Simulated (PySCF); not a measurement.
Compound: BH7N2Si2.
SMILES with atom numbers: `[BH2:1][N:2]1[SiH2:3][NH:4][SiH2:5]1` (hydrogens: H6, H7 on B1; H8, H9 on Si3; H10 on N4; H11, H12 on Si5)

A GFN2-xTB structure was refined with PBE0-D3(BJ)/def2-SVP geometry optimisation, gas phase (PySCF). Its GFN2-xTB values:

| coordinate | GFN2-xTB |
| --- | --- |
| B1–N2 | 1.382 Å |
| B1–H6 | 1.142 Å |
| N2–Si3 | 1.769 Å |
| Si3–N4 | 1.787 Å |
| Si3–H8 | 1.436 Å |
| N4–H10 | 0.968 Å |
| B1–N2–Si3 | 133.1° |
| N2–Si3–N4 | 83.6° |
| Si3–N2–Si5 | 95.8° |
| Si3–N4–Si5 | 95.9° |

Question: How do these coordinates change at the PBE0-D3(BJ)/def2-SVP level?

Answer: 
| coordinate | PBE0-D3(BJ)/def2-SVP (Å or °) | change |
| --- | --- | --- |
| B1–H6 | 1.214 | +0.072 |
| Si3–H8 | 1.494 | +0.058 |
| N4–H10 | 1.010 | +0.042 |
| Si3–N4 | 1.745 | -0.042 |
| B1–N2 | 1.402 | +0.020 |
| N2–Si3 | 1.777 | +0.008 |
| Si3–N2–Si5 | 92.3 | -3.5 |
| N2–Si3–N4 | 86.6 | +3.0 |
| Si3–N4–Si5 | 94.5 | -1.4 |
| B1–N2–Si3 | 133.9 | +0.8 |

The energy falls by 0.304 eV over 6 energy and gradient evaluations, the largest force component goes from 0.0434 to 3.4e-04 Eh/bohr, and the atoms move by 0.058 Å rms after alignment. The bond that changes most is B1–H6 (three-coordinate boron to B–H hydrogen), which lengthens by 0.072 Å. Bonds longer at the end by more than 0.005 Å: 10 of 12; shorter: 1. Rotational constants go from 4128, 3823, 2085 to 4257, 3668, 2066 MHz.

The run used 113 basis functions and 37 SCF cycles in all. Time: 31 s; peak memory 0.50 GiB. Hardware: one thread, Arm Neoverse V1 (aarch64), on a shared host.

No PBE0-D3(BJ)/def2-SVP frequencies stand behind this structure, so it isn't proved a minimum.
